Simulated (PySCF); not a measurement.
Cs³⁴⁺: ionisation energy

Cs³⁴⁺ [Ar] 3d3 (4F) → Cs³⁵⁺ [Ar] 3d2 (3F), as a difference of total energies. Computed with PySCF 2.14 in an even-tempered Gaussian basis (18 s from 5.3 bohr⁻², ratio 2.5; 12 p from 6.9 bohr⁻², ratio 2.5; 8 d from 6.9 bohr⁻², ratio 2.5; 4 f from 26 bohr⁻², ratio 2.7; 3 g from 39 bohr⁻², ratio 2.7), with scalar relativity by spin-free X2C-1e. Correlated levels: outer shells: [Ne] frozen; virtual orbitals above 40 to 60 times the deepest correlated orbital energy dropped. The calculations carry no spin-orbit coupling.

| method | ionisation energy (eV) |
| --- | --- |
| UHF | 2226.6 |
| LDA | 2226.4 |
| PBE | 2226.4 |
| PBE0 | 2226.9 |
| r2SCAN | 2228.0 |
| r2SCANh | 2228.0 |
| BHandHLYP | 2227.3 |
| MP2 (outer shells) | 2226.8 |
| SCS-MP2 (outer shells) | 2226.5 |

A first-order spin-orbit estimate (lowest level to lowest level, LS coupling) adds -0.365 eV.

Breit and QED terms and the two-electron picture change are absent.

For comparison: 2230 ± 5 eV (theoretical estimate listed by NIST; NIST Atomic Spectra Database, ionization energies).
